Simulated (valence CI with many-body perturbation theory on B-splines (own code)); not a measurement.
# Sensitivity of CI+MBPT for Xe XXIV

Calculated by relativistic CI+MBPT: three valence electrons over a frozen Dirac-Fock core [Ar] 3d10, a basis of 6 s, 6 p, 5 d, 3 f, 1 g functions for each j, with the one-electron correlation potential Σ1 (screened to all orders), the two-electron term Σ2, the three-electron term Σ3, Breit, model QED; selected single and double excitations, second order for the rest, scaled by the run's own slope (own B-spline code, finite nucleus).

No measured levels were compared; by estimate levels hold to about 250 cm⁻¹ or 0.2 % of their energy and the worst to 1 %, as in measured heavy ions of charge 2 to 7; those with d or f electrons hold less well.

The reference run has the lowest level (4s^2 4p1/2) J=1/2 and an ionisation energy of 737.466 eV. Its largest variational space holds 3024 state functions.

Levels are named by their leading jj configuration (3d3/2^4 stands for four electrons in 3d with j = 3/2), which in mixed levels can hold well under half, so a name can repeat and another be missing. Letters in brackets count levels of one name in rising energy.

Changed runs:
A. natural orbitals for correlation on → off
B. size limit of the variational space 10000 → 6000; selection threshold (hartree) 2e-08 → 1e-05
C. cutoff of virtual states (hartree) 5832 → 1140
D. scale of Σ1 1 → 0 (bad on purpose)

Excitation energies of the reference run in cm⁻¹, and shifts in cm⁻¹:

| Level | Reference | A | B | C | D |
| --- | --- | --- | --- | --- | --- |
| (4s^2 4p3/2) J=3/2 | 139440 | +1.0 | -1.3 | -18 | -924 |
| (4s 4p1/2^2) J=1/2 | 398621 | -266 | +1.2 | +49 | -5.5 |
| (4s 4p1/2 4p3/2) J=3/2 [a] | 491342 | -500 | +2.1 | +33 | -778 |
| (4s 4p1/2 4p3/2) J=5/2 | 526182 | -277 | +0.6 | +31 | -851 |
| (4s 4p1/2 4p3/2) J=3/2 [b] | 584351 | +140 | +1.1 | +27 | -869 |
| (4s 4p1/2 4p3/2) J=1/2 | 615619 | +436 | 0 | +34 | -783 |
| (4s 4p3/2^2) J=5/2 | 659063 | -167 | -0.6 | +12 | -1610 |
| (4s 4p3/2^2) J=1/2 | 755144 | +714 | -1.1 | +15 | -1716 |
| (4s 4p3/2^2) J=3/2 | 762494 | +403 | -5.2 | +13 | -1649 |
| (4s^2 4d3/2) J=3/2 | 880285 | +624 | -2.9 | -64 | -620 |
| (4s^2 4d5/2) J=5/2 | 905058 | +594 | -5.3 | -72 | -856 |
| (4p1/2^2 4p3/2) J=3/2 | 1008530 | -6.4 | -0.5 | +78 | -724 |
| Ionisation energy (eV) | 737.466 | -0.058 | +0.00013 | -0.018 | -1.503 |
